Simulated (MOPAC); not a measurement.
Input file for MOPAC: PM6 on RuH, 2S+1 = 4, a spin state set in the input, which need not be the lowest, a point of a bond scan (R = 1.740 Å).

```
PM6 1SCF PRECISE CHARGE=0 UHF MS=1.5 THREADS=1
HRu

Ru     0.00000000 1     0.00000000 1     0.00000000 1
H      0.00000000 1     0.00000000 1     1.73999100 1
```

Program output:

```
*******************************************************************************
 **                                                                           **
 **                              MOPAC v23.2.5                                **
 **                                                                           **
 *******************************************************************************
 ** MOPAC's Digital Object Identifier: https://doi.org/10.5281/zenodo.6511958 **
 **                                                                           **
 ** Please cite the open-source release paper for use of this MOPAC version:  **
 ** J. E. Moussa and J. J. P. Stewart (2026)                                  **
 ** MOPAC: An open-source semiempirical molecular orbital program             **
 ** J. Open Source Softw., 11(119), 8025, https://doi.org/10.21105/joss.08025 **
 *******************************************************************************

                              PM6 CALCULATION RESULTS

 *******************************************************************************
 *  PM6        - The PM6 Hamiltonian to be used
 *  UHF        - UNRESTRICTED HARTREE-FOCK CALCULATION
 *
 *
 *
 *                 CHARGE ON SYSTEM = 0
 *
 *
 *
 *  MS=        - IN MECI, MAGNETIC COMPONENT OF SPIN =  1.5
 *  PRECISE    - TIGHTER CRITERIA TO BE USED
 *  1SCF       - DO 1 SCF AND THEN STOP
 *  THREADS=1  - MULTI-THREADING NOT USED
 *  T=         - A TIME OF 172800.0 SECONDS REQUESTED
 *  DUMP=N     - RESTART FILE WRITTEN EVERY 7200.0 SECONDS REQUESTED
 *******************************************************************************
PM6 1SCF PRECISE CHARGE=0 UHF MS=1.5 THREADS=1
 HRu

   ATOM   CHEMICAL          X               Y               Z
  NUMBER   SYMBOL      (ANGSTROMS)     (ANGSTROMS)     (ANGSTROMS)

     1      Ru          0.00000000  *   0.00000000  *   0.00000000  *
     2       H          0.00000000  *   0.00000000  *   1.73999100  *



          CARTESIAN COORDINATES

    NO.       ATOM           X           Y           Z

     1        Ru          0.0000      0.0000      0.0000
     2         H          0.0000      0.0000      1.7400

 General Reference for PM6:
 "Optimization of Parameters for Semiempirical Methods V: Modification of NDDO Approximations
 and Application to 70 Elements", J. J. P. Stewart, J. Mol. Mod., 13, 1173-1213 (2007)
 URL: https://link.springer.com/article/10.1007/s00894-007-0233-4

           Empirical Formula: H Ru  =     2 atoms



      MOLECULAR POINT GROUP   :   C*v


          UHF CALCULATION, NO. OF ALPHA ELECTRONS =    6
                           NO. OF BETA  ELECTRONS =    3

 -------------------------------------------------------------------------------
 PM6 1SCF PRECISE CHARGE=0 UHF MS=1.5 THREADS=1
 HRu



     1SCF WAS SPECIFIED, SO BFGS WAS NOT USED
     SCF FIELD WAS ACHIEVED


                              PM6 CALCULATION
                                                       MOPAC v23.2.5 Linux




          FINAL HEAT OF FORMATION =        177.22804 KCAL/MOL =     741.52213 KJ/MOL


          COSMO AREA              =         84.14 SQUARE ANGSTROMS
          COSMO VOLUME            =         72.09 CUBIC ANGSTROMS

          IONIZATION POTENTIAL    =          7.040354 EV
          ALPHA SOMO LUMO (EV)    =         -8.313  0.239
          BETA  SOMO LUMO (EV)    =         -7.040 -3.448
          NO. OF ALPHA ELECTRONS  =          6
          NO. OF BETA  ELECTRONS  =          3
          MOLECULAR WEIGHT        =        102.0779         POINT GROUP:  C*v

          MOLECULAR DIMENSIONS (Angstroms)

            Atom       Atom       Distance
            H     2   Ru     1     1.73999
            H     2   Ru     1     0.00000
           Ru     1    H     2     0.00000


          SCF CALCULATIONS        =          1





   ATOM   CHEMICAL          X               Y               Z
  NUMBER   SYMBOL      (ANGSTROMS)     (ANGSTROMS)     (ANGSTROMS)

     1      Ru          0.00000000  *   0.00000000  *   0.00000000  *
     2       H          0.00000000  *   0.00000000  *   1.73999100  *

                             CARTESIAN COORDINATES

   1   Ru        0.000000000     0.000000000     0.000000000
   2    H        0.000000000     0.000000000     1.739991000


           Empirical Formula: H Ru  =     2 atoms



      MOLECULAR POINT GROUP   :   C*v


          ALPHA EIGENVALUES
 -13.39638  -8.77275  -8.77275  -8.56190  -8.48919  -8.31329   0.23874   0.47996
   0.47996   1.95016


           BETA EIGENVALUES
 -13.30387  -7.39693  -7.04035  -3.44808  -3.44808  -3.26664   0.28880   0.50066
   0.50066   1.82584


              NET ATOMIC CHARGES AND DIPOLE CONTRIBUTIONS

  ATOM NO.   TYPE          CHARGE      No. of ELECS.   s-Pop       p-Pop       d-Pop
    1         Ru          -0.004371        8.0044     1.15568     0.00739     6.84130
    2          H           0.004371        0.9956     0.99563
 DIPOLE           X         Y         Z       TOTAL
 POINT-CHG.     0.000     0.000     0.037     0.037
 HYBRID         0.000     0.000    -0.038     0.038
 SUM            0.000     0.000    -0.001     0.001


          ATOMIC ORBITAL ELECTRON POPULATIONS

     Atom    s        px        py        pz      x^2-y^2     xz        z^2       yz        xy
    1 Ru   1.15568   0.00000   0.00000   0.00739   2.00000   1.00000   1.84130   1.00000   1.00000
    2  H   0.99563


                    (SZ)    =    1.500000
                    (S**2)  =    3.864964


          ATOMIC ORBITAL SPIN POPULATIONS

    Atom   Total    s     px     py     pz   x^2-y^2  xz     z^2    yz     xy
         Atomic
    1 Ru  3.2914  0.332  0.000  0.000 -0.004  0.000  1.000 -0.037  1.000  1.000
    2  H -0.2914 -0.291

 **********************
 *                    *
 * JOB ENDED NORMALLY *
 *                    *
 **********************




 == MOPAC DONE ==
```

The run finished. Its determinant has ⟨S²⟩ = 3.86, a mixture of spin states.

Cost: around 0.010 core-seconds (rough).
